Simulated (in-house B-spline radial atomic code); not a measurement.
# RPA and G0W0 on B3LYP (VWN-RPA): Mn

Configuration [Ar] 3d5 4s2, highest spin, mean-field start B3LYP (VWN-RPA). Computed with an all-electron radial atomic-structure program (B-spline basis): all electrons, scalar-relativistic (spin-free one-electron X2C), finite nucleus, each spin shell either full or empty, empty states to l = 9 with an (l + 1/2)⁻⁴ tail; G0W0 by contour deformation at full frequency.

Command:
```bash
python run_gw.py task.json out
```
Settings (radii: box in bohr, nucleus in fm):
```
Z                        25
electrons                25
configuration            [Ar] 3d5 4s2
hamiltonian              x2c
method                   b3lyp
lmax                     9
rms_radius               3.7057
spin_polarised           True
box_radius               40
intervals                73
ion_configuration        [Ar] 3d5 4s1
```

Cost of the run: 10 s on 1 thread of Arm Neoverse N1, with other jobs on the host.

Energies (hartree):

```json
{"term": "mean-field total", "value": "-1158.61025"}
{"term": "Hartree-Fock functional on these orbitals", "value": "-1157.38498"}
{"term": "direct second order", "value": "-1.9641"}
{"term": "second-order exchange", "value": "0.64457"}
{"term": "SOSEX correction", "value": "0.57138"}
```

**Question.** What is the RPA correlation energy, and what remains with SOSEX?

**Answer.** RPA gives -1.6509 hartree (-1.8 eV per electron); RPA + SOSEX gives -1.0795, and the second-order doubles -1.3196 hartree (no singles). RPA lacks exchange-type terms and so overcorrelates at short range.

Quasi-particle levels (eV):

```
  level  occupied  mean field  Σx - vxc     Σc  QP weight   G0W0
4s down       yes      -5.148     -1.02      ?          ?      ?
3d down        no      -1.850      9.35  -6.70      0.685  0.795
```

G0W0 = mean field + (Σx - vxc) + Σc, with Σc (partial-wave tail included) taken at the quasi-particle energy. Only the outer levels were computed. Levels of low weight are left out. An empty level above zero is unbound and depends on the box.

**Question.** Where does G0W0 put 4s down?

**Answer.** At -7.466 eV, with Σc = -1.30 eV and a quasi-particle weight of 0.865. The tabulated removal energy is 7.434 eV (NIST, measured); the calculation leaves out spin-orbit coupling, Breit and QED terms, and what these don't explain is the method's own error.

**Question.** What does it cost to remove one electron (to [Ar] 3d5 4s1) by differences of total energies, each species on its own start (correlation terms add to the Hartree-Fock functional)?

**Answer.** B3LYP (VWN-RPA) 7.573 eV, Hartree-Fock functional 5.889 eV, + RPA 7.599 eV, + RPA + SOSEX 7.248 eV, + second order 8.134 eV. Tabulated: 7.434 eV (NIST, measured); the calculation leaves out spin-orbit coupling, Breit and QED terms, and what these don't explain is the method's own error.
